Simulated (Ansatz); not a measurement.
CH4BGaO2 (`[OH][Ga]1[BH]O[CH2]1`): the same geometry under several functionals.

```yaml
crystal:
  periodic: [false, false, false]
  atoms:
    - {symbol: O, position_ang: [-0.140911, 2.668432, -0.179986]}
    - {symbol: Ga, position_ang: [0.206017, 0.920508, -0.222590]}
    - {symbol: B, position_ang: [1.299484, -0.808199, -0.734995]}
    - {symbol: O, position_ang: [0.383296, -1.546062, -0.084760]}
    - {symbol: C, position_ang: [-0.698283, -0.762491, 0.515234]}
    - {symbol: H, position_ang: [-0.939131, 2.905011, 0.298084]}
    - {symbol: H, position_ang: [2.237834, -1.312245, -1.273561]}
    - {symbol: H, position_ang: [-0.704196, -0.956879, 1.589784]}
    - {symbol: H, position_ang: [-1.644111, -1.108076, 0.092791]}
basis:
  gaussian: {orbitals: def2-TZVPP}
hamiltonian: {xc: {name: B2PLYP}}
```

```sh
$ ansatz run in.yaml --threads 4 --pin off --events-out ev --progress --plain
```

It prints (some lines left out):

```
Functional definition: B2PLYP
1420 factors; integrals over basis functions are off by at most 1.1e-3 eV
mean field evaluation 1: about -58222.6299 eV, gradient 6.6e1 eV
mean field evaluation 2: about -58222.7577 eV, gradient 6.6e1 eV
mean field evaluation 4: about -58230.3134 eV, gradient 8.2e0 eV
mean field evaluation 8: about -58230.4628 eV, gradient 6.9e-1 eV
mean field evaluation 16: about -58230.4639 eV, gradient 9.7e-5 eV
mean field -58230.46393179 eV, -2139.9300794670 hartree, gradient 3.8e-6 eV, S^2 0.000000; 0 other end points of the search recorded, 0 dependent functions left out
13 core orbitals not correlated: weight in the atoms' cores, before any rotation towards them, 1.000 or more for the frozen orbitals, at most 0.000 for the correlated occupied ones
reference -58230.46410118 eV, -2139.9300856922 hartree; 18, 18 occupied and 197, 197 virtual orbitals, 1420 factors
second order -32.18552609 eV of doubles, -0.00000000 eV of singles
Total energy: -58239.15419323 eV, -2140.2494406845 hartree
```

Run time 6.5 s (4 threads of a server CPU on a shared host); peak host memory 0.61 GiB.

With the line `hamiltonian: {xc: hse06, dispersion: d4}` (abridged; 4.4 s):

```
Functional definition: HSE06
mean field evaluation 16: about -58239.4409 eV, gradient 2.1e-4 eV
mean field -58239.44090362 eV, -2140.2599770971 hartree, gradient 2.6e-5 eV, S^2 0.000000
Total energy: -58239.58094919 eV, -2140.2651236770 hartree
```

With the line `hamiltonian: {xc: {name: B97M-V}}` (abridged; 9 s):

```
Functional definition: B97M-V
mean field evaluation 16: about -58242.2464 eV, gradient 7.2e-4 eV
mean field -58242.24636716 eV, -2140.3630759808 hartree, gradient 4.9e-5 eV, S^2 0.000000
Total energy: -58242.24643173 eV, -2140.3630783535 hartree
```

Changing it to `hamiltonian: {xc: {name: CAM-B3LYP}, dispersion: d4}` (abridged; 4.8 s):

```
Functional definition: CAM-B3LYP
mean field evaluation 16: about -58254.1789 eV, gradient 1.8e-4 eV
mean field -58254.17886921 eV, -2140.8015873427 hartree, gradient 6.2e-5 eV, S^2 0.000000
Total energy: -58254.33161631 eV, -2140.8072006954 hartree
```

The same input with `hamiltonian: {xc: {name: BLYP}, dispersion: d4}` (abridged; 2.8 s):

```
Functional definition: BLYP
mean field evaluation 16: about -58253.8472 eV, gradient 5.7e-4 eV
mean field -58253.84719958 eV, -2140.7893987087 hartree, gradient 5.5e-5 eV, S^2 0.000000
Total energy: -58254.23617951 eV, -2140.8036934576 hartree
```

With the line `hamiltonian: {xc: {name: r2SCANh}, dispersion: d4}` (abridged; 6 s):

```
Functional definition: r2SCANh
mean field evaluation 16: about -58249.2483 eV, gradient 1.1e-3 eV
mean field -58249.24830594 eV, -2140.6203924846 hartree, gradient 4.8e-5 eV, S^2 0.000000
Total energy: -58249.29296254 eV, -2140.6220335845 hartree
```

HSE06 is the plane-wave form, built on full-range PBE exchange.
